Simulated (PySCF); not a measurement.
**Löwdin shares of the frontier orbitals**

Species: C6H15PSi.
Cartesian coordinates in Å at the PBE0-D3(BJ)/def2-SVP level; atoms count from 1:
```xyz
23
C6H15PSi angstrom
C      3.151   -0.330   -0.570
C      1.859    0.462   -0.430
P      0.894   -0.087    1.067
C     -0.025   -1.555    0.328
C     -1.134   -0.640   -0.226
C     -2.554   -1.171   -0.193
C     -0.832    0.584    0.677
Si    -1.090    2.323    0.018
H      2.953   -1.404   -0.713
H      3.784   -0.229    0.326
H      3.738    0.013   -1.436
H      2.085    1.533   -0.284
H      1.254    0.390   -1.349
H      0.513   -2.184   -0.397
H     -0.394   -2.201    1.142
H     -0.882   -0.380   -1.268
H     -3.271   -0.418   -0.558
H     -2.847   -1.444    0.834
H     -2.658   -2.069   -0.822
H     -1.394    0.497    1.625
H     -0.440    2.487   -1.320
H     -0.509    3.330    0.959
H     -2.549    2.618   -0.145
```

Computed with PySCF 2.14.0, density-fitted response routines, TDDFT CAM-B3LYP/def2-SVPD, vertical, gas phase, core orbitals frozen in the response.

Kohn–Sham orbitals with the atoms that hold most of them (Löwdin shares over 4%, at most four atoms; ? is withheld):

| orbital | ε (eV) | atoms |
| --- | --- | --- |
| LUMO+2 | 1.43 | Si8 13%, C6 11%, C4 10%, P3 9% |
| LUMO+1 | 1.26 | C1 17%, P3 14%, C2 8%, Si8 7% |
| LUMO | 1.24 | Si8 29%, P3 11%, C6 7%, H22 7% |
| HOMO | -7.65 | P3 55%, C7 10%, C2 10%, C4 9% |
| HOMO-1 | -9.40 | ? |
| HOMO-2 | -9.69 | P3 20%, C7 19%, C2 15%, C1 8% |
| HOMO-3 | -10.42 | C4 17%, C5 13%, Si8 11%, H22 10% |

(1) Which atoms hold the HOMO-1, and with what shares?

(2) How does S1 compare with the orbital gap of 8.89 eV?

Results:

(1) C7 (bonded to C, P, Si and H) 21%; C4 (bonded to C, P and 2 H) 20%; P3 (bonded to 3 C) 14%; Si8 (bonded to C and 3 H) 13%. By element: carbon 42% or more, phosphorus 14%, silicon 13%.

(2) S1 is at 5.73 eV (f = 0.067), 3.16 eV below the gap, made of HOMO→LUMO+1 (39%), HOMO→LUMO (38%). Without the coupling terms of the response equations the lowest excitation would equal the gap.

Next come S2 at 6.18 eV (f 0.072), HOMO→LUMO+2 (50%), HOMO→LUMO+1 (19%); S3 at 6.50 eV (f 0.0007), HOMO→LUMO (35%), HOMO→LUMO+1 (26%), HOMO→LUMO+2 (23%); S4 at 6.68 eV (f 0.051), HOMO→LUMO+4 (52%), HOMO→LUMO+3 (33%); S5 at 7.03 eV (f 0.012), HOMO→LUMO+3 (40%), HOMO→LUMO (20%), HOMO→LUMO+4 (12%).

Time: 3.9 min wall; peak memory 1.4 GiB. Hardware: one thread, Arm Neoverse V1 (aarch64), no GPU, shared host with 32 logical CPUs at a one-minute load of 14.

One conformer stands for the species.

Without π bonds the low states may be Rydberg-like; a valence basis with one diffuse set may place them up to an eV too high.
